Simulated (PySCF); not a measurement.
TaO₂, SMILES [O]=[Ta]=[O] (connectivity only; charge and spin as stated), neutral, multiplicity 2. Geometry: PBE-D3(BJ)/def2-TZVP. The multiplicity is an assumed one; other spin states were not compared. The def2 effective core potentials stand for the cores of Ta; spin–orbit coupling is left out.

These are PBE-D3(BJ)/def2-TZVP (PySCF) values and carry that method's errors.

Harmonic wavenumbers (cm⁻¹): 337, 912, 972. Rotational constants (GHz): 16.44, 8.354, 5.539; symmetry number 2.

**Question.** Work out the zero-point energy and the ideal-gas rigid-rotor harmonic-oscillator thermochemistry at 298.15 K and 1 atm.

**Answer.** ZPE = ½ Σ hcν = ½ × 2221 cm⁻¹ = 13.29 kJ/mol. H − E(el) = 24.43 kJ/mol. Entropy in J/(mol K): translation 175.61, rotation 92.82, vibration 6.13, spin 5.76, total 280.32. G − E(el) = -59.14 kJ/mol. Cp = 43.69 J/(mol K).
